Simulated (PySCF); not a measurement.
C5H6ClN2S (doublet state).
Structure used (GFN2-xTB), in Å, numbered top down from 1:
```
atom  x, y, z in Å
C1    -3.2685    0.3657    0.0848
S2    -1.7255    0.2757    0.7831
C3    -0.7229   -0.0704   -0.7552
N4     0.6493   -0.2291   -0.4469
C5     1.3063   -1.3896   -0.1937
N6     2.5547   -1.1926    0.1171
C7     2.7265    0.1530    0.0841
Cl8    4.2262    0.8720    0.4271
C9     1.5598    0.7795   -0.2589
H10   -3.3782    0.8134   -0.8840
H11   -4.0892    0.3801    0.7720
H12   -1.1252   -0.9857   -1.1915
H13   -0.8762    0.7750   -1.4288
H14    0.8414   -2.3525   -0.2575
H15    1.3172    1.8133   -0.3795
```

The hyperfine couplings belong to this conformer and change with its torsions.

Identity: `S(Cn1cnc(Cl)c1)[CH2]` [radical].

Method used: UKS B3LYP, pcH-1 on C Cl H N S, non-relativistic, mean-field spin-orbit, GIAO in PySCF 2.14.0. Isolated species at its GFN2-xTB geometry (one conformer only). The geometry wasn't refined by DFT: couplings that depend on bond lengths, twists or pyramidal angles can differ widely from those at the functional's own minimum. No stability test was run, so a lower SCF solution isn't excluded.

Problem. The isotropic 13C couplings are +120.7, +13.8, +0.9 MHz. Assign them to C1; C3; C7.

Solution. 
```json
{"site": "C1", "a_iso (MHz)": "+120.7", "ρ(0) (bohr⁻³)": "+0.1071", "position": "largest spin population", "distance from C1 (Å)": "0.00", "spin population": "+0.84", "largest |T| (MHz)": "134.0"}
{"site": "C3", "a_iso (MHz)": "+13.8", "ρ(0) (bohr⁻³)": "+0.0122", "position": "2 bonds from C1", "distance from C1 (Å)": "2.72", "spin population": "+0.01", "largest |T| (MHz)": "3.4"}
{"site": "C7", "a_iso (MHz)": "+0.9", "ρ(0) (bohr⁻³)": "+0.0008", "position": "5 bonds from C1", "distance from C1 (Å)": "6.00", "spin population": "+0.01", "largest |T| (MHz)": "1.0"}
```

ρ(0) is the spin density at the nucleus and T the dipolar tensor; a_iso includes a spin–orbit part; entries for several nuclei are means. The Mulliken spin populations are largest on C1 (+0.84) and S2 (+0.19). The angles at C1 add up to 354.6°, so it is nearly planar; its axial dipolar tensor and the negative couplings of its protons fit spin in a p orbital normal to that plane.

The spin density at the nucleus, in bohr⁻³, is negative for H11 (-0.0114) and H10 (-0.0053), for instance. A restricted open-shell determinant has no negative spin density anywhere; here it arises because α and β orbitals differ (spin polarisation).

Means are taken over nuclei equivalent by connectivity, which assumes that they swap fast. H10 and H11 aren't averaged: C1 is flat or nearly so (angle sum 355°), and its turn about the short C1–S2 bond (1.70 Å) is taken as slow.

The run took 2.2 min wall (grids of density and orbitals included) on one thread of an Arm Neoverse V2, no GPU, shared host, and the process peaked at 1.1 GiB of memory.
